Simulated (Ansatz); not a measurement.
Input file for Ansatz (a first-principles code): R-CCSD(T)/cc-pVDZ on C2H2 (SMILES C#C).

Ansatz 0.2 input:
```yaml
crystal:
  periodic: [false, false, false]
  atoms:
    - {symbol: C, position_ang: [-0.00000000, -0.00000000, 0.59839501]}
    - {symbol: C, position_ang: [0.00000000, -0.00000000, -0.59839501]}
    - {symbol: H, position_ang: [0.00000000, 0.00000000, -1.66106916]}
    - {symbol: H, position_ang: [0.00000000, 0.00000000, 1.66106916]}
basis:
  gaussian:
    orbitals: cc-pVDZ
magnetization: {spin_polarized: false}
correlation: {method: ccsd_t, electrons: outside_noble_gas}
scf: {lower_state_search: off}
```

Output:

```
WARN ansatz: RAYON_NUM_THREADS=1 ignored (pool sized by the plan → 1); use --threads N
Functional definition: HF
these checks for a lower state are left out or cut short: stability, starts, cluster_reference, orbital_swaps, neighbouring_geometries, increment
integrals: 0.01 GiB planned
352 factors; integrals over basis functions are off by at most 1.2e-3 eV
mean field: 0.05 GiB planned
mean field evaluation 1: about -2089.4041 eV, gradient 1.9e1 eV
mean field evaluation 2: about -2089.4071 eV, gradient 1.9e1 eV
mean field evaluation 4: about -2090.5345 eV, gradient 1.4e0 eV
mean field evaluation 8: about -2090.5415 eV, gradient 2.7e-5 eV
mean field -2090.54150391 eV, -76.8259832488 hartree, gradient 1.4e-6 eV, S^2 0.000000; 0 other end points of the search recorded, 0 dependent functions left out
2 core orbitals not correlated
reference -2090.54150391 eV, -76.8259832488 hartree; 5, 5 occupied and 31, 31 virtual orbitals, 352 factors
second order -6.92248637 eV of doubles, -0.00000000 eV of singles
coupled cluster: 0.06 GiB planned
cycle   1  -7.09327061 eV  change   -1.7e-1 eV  update   6.6e-2
cycle   2  -7.32606856 eV  change   -2.3e-1 eV  update   2.2e-2
cycle   3  -7.38302738 eV  change   -5.7e-2 eV  update   1.0e-2
cycle   4  -7.38985893 eV  change   -6.8e-3 eV  update   3.1e-3
cycle   5  -7.39047646 eV  change   -6.2e-4 eV  update   6.4e-4
cycle   6  -7.39064834 eV  change   -1.7e-4 eV  update   1.7e-4
cycle   7  -7.39071495 eV  change   -6.7e-5 eV  update   3.5e-5
cycle   8  -7.39070774 eV  change    7.2e-6 eV  update   8.3e-6
perturbative correction -0.29712124 eV, -0.0109190042 hartree
Total energy: -2098.22933289 eV, -77.1085057527 hartree
Checks for a lower state left out: stability, starts, cluster_reference, orbital_swaps, neighbouring_geometries, increment
```

The run converged.

Cost: around 0.5 core-seconds (rough).
